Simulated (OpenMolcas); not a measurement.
V4+ (d1) among equal point charges was computed by CASSCF with the d shell active (OpenMolcas, ANO-RCC-VTZP on the metal). Its lowest spin-free states, and all those of the highest spin:

```csv
2S+1,Degeneracy,E (cm-1)
2,2,0.0
2,2,288.4
2,1,3146
```

Is the site octahedral, tetrahedral or cube-like, axial, or of lower symmetry?

The states with 2S+1 = 2 have orbital degeneracies 2, 2, 1. There are pairs but no triples, so the site is axial: not cubic, but with a proper or improper axis of order three or more. The run had V4+ among 5 point charges of -2.6 e arranged as a trigonal bipyramid (D3h), 2.23 Å from the ion, with the axial distance 2.297 Å.

An orbital doublet at a regular site is open to a Jahn-Teller distortion, which this geometry leaves out. The ground term spreads over less than 5000 cm-1, several times less than with real ligands, so orbital moments are less quenched and χT lies further from the spin-only value than at real sites. Point charges carry no covalency, so the field is a model and not that of real ligands. No measured value stands beside these numbers.
